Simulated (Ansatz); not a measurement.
Start from `[NH2][Ga]([Cl])[O][SiH3]` and change one atom or group to get `[NH2][Ga]([NH2])[Cl]`.

Ansatz, PBE0-D4/def2-TZVP geometries, multiplicity 1. Each molecule was computed in one conformer, which needn't be the lowest.

Scalar relativity is left out up to krypton.

| property | `[NH2][Ga]([Cl])[O][SiH3]` |
| --- | --- |
| HOMO energy (PBE/def2-TZVPP) / eV | -6.55 |
| HOMO–LUMO gap (B3LYP/def2-TZVPP) / eV | 6.46 |
| LUMO energy (PBE0/def2-TZVPP) / eV | -0.93 |
| zero-point energy (PBE0-D4/def2-TZVP) / kJ/mol | 147.3 |
| LUMO energy (ωB97M-V/def2-TZVPP) / eV | 0.84 |
| LUMO energy (B3LYP/def2-TZVPP) / eV | -1.25 |

Problem. What does the change do to each property? (Best estimate.)

Solution. Ansatz gave: 
```json
{"property": "HOMO energy (PBE/def2-TZVPP) / eV", "`[NH2][Ga]([NH2])[Cl]`": "-5.91", "shift": "0.64"}
{"property": "HOMO–LUMO gap (B3LYP/def2-TZVPP) / eV", "`[NH2][Ga]([NH2])[Cl]`": "6.47", "shift": "0.01"}
{"property": "LUMO energy (PBE0/def2-TZVPP) / eV", "`[NH2][Ga]([NH2])[Cl]`": "-0.28", "shift": "0.65"}
{"property": "zero-point energy (PBE0-D4/def2-TZVP) / kJ/mol", "`[NH2][Ga]([NH2])[Cl]`": "136.5", "shift": "-10.8"}
{"property": "LUMO energy (ωB97M-V/def2-TZVPP) / eV", "`[NH2][Ga]([NH2])[Cl]`": "1.38", "shift": "0.54"}
{"property": "LUMO energy (B3LYP/def2-TZVPP) / eV", "`[NH2][Ga]([NH2])[Cl]`": "-0.63", "shift": "0.62"}
```

The zero-point energy changes by -10.8 kJ/mol with -6 modes.

B3LYP here is the variant with VWN-RPA as its local correlation; programs differ in this.
